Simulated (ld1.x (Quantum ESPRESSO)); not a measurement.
## Which change was made? (Pb, TM)

| Property | Result |
| --- | --- |
| Element | lead (Pb) |
| Generator | ld1.x (Quantum ESPRESSO) 7.5 |
| Type | norm-conserving Troullier–Martins (Kleinman–Bylander form) |
| Functional | PBE |
| Relativity | scalar-relativistic |
| Frozen core | [Xe] 4f14 5d10 |
| Valence charge | 4 |
| Reference configuration | 6s1 6p3 |
| Partial waves | 6s (bound): rc 1.95 bohr; 6p (bound): rc 1.95 bohr; 6d channel at 0.1 Ry: rc 2.00 bohr |
| Local potential | all-electron potential smoothed inside 1.60 bohr (lloc = -1) |
| Core correction | Bessel-smoothed model core inside 1.60 bohr |

Cutoffs, loose and tight: the cutoffs (Ry, on a coarse ladder) from which the occupation-weighted sum of valence levels, in a spherical-Bessel basis at the reference potential, stays within 10 and 1 mRy of its value at 400 Ry. They do not see the model core or the augmentation charge, which bear on the density cutoff. Test errors are all-electron minus pseudo excitation energies from the reference, over the configurations 6s2 6p2; 6s2 6p1; 6s2 6p0; 6s0 6p4; 6s1 6p2; 6s2 6p1.5; 6s2 6p2.3; variants that change the core or the reference have their own tests.

The base gives: outcome: generated; cutoff, loose: 30 Ry; cutoff, tight: 50 Ry; bound ghosts: s, d, p; largest test error (meV): -51.

On the changes marked as counting shells twice: ld1.x takes every shell without a wave as core, so the model core holds the marked electrons as well and exchange and correlation see them twice. This cancels in the reference configuration, but the file is broken for other ones, and its errors say nothing about a proper core correction.

Task: After one change the result is: outcome: generated, misses its reference levels by 0.40 eV; cutoff, loose: 200 Ry; cutoff, tight: 300 Ry; bound ghosts: none; largest test error (meV): -1855. Which change was it?
A. local potential the s channel
B. wave 6d channel at 0.1 Ry: rc 2.00 bohr becomes 6d channel at 2.91 Ry: rc 2.00 bohr
C. core [Kr] 4d10 4f14, valence charge 22; reference 5s2 5p6 5d10 6s2 6p2; waves now 5p (bound): rc 1.15 bohr; 5d (bound): rc 1.30 bohr; 5f channel at 0.25 Ry: rc 1.20 bohr; 5s (bound): rc 1.00 bohr; local potential the s channel; core correction a·sin(br)/r model core inside 1.05 bohr (6p, 6s counted twice)

Result: C. The others give: wave 6d channel at 0.1 Ry: rc 2.00 bohr becomes 6d channel at 2.91 Ry: rc 2.00 bohr → outcome: generated; cutoff, loose: 30 Ry; cutoff, tight: 50 Ry; bound ghosts: s, p; largest test error (meV): -51 | local potential the s channel → outcome: generated; cutoff, loose: 30 Ry; cutoff, tight: 50 Ry; bound ghosts: d; largest test error (meV): -48.
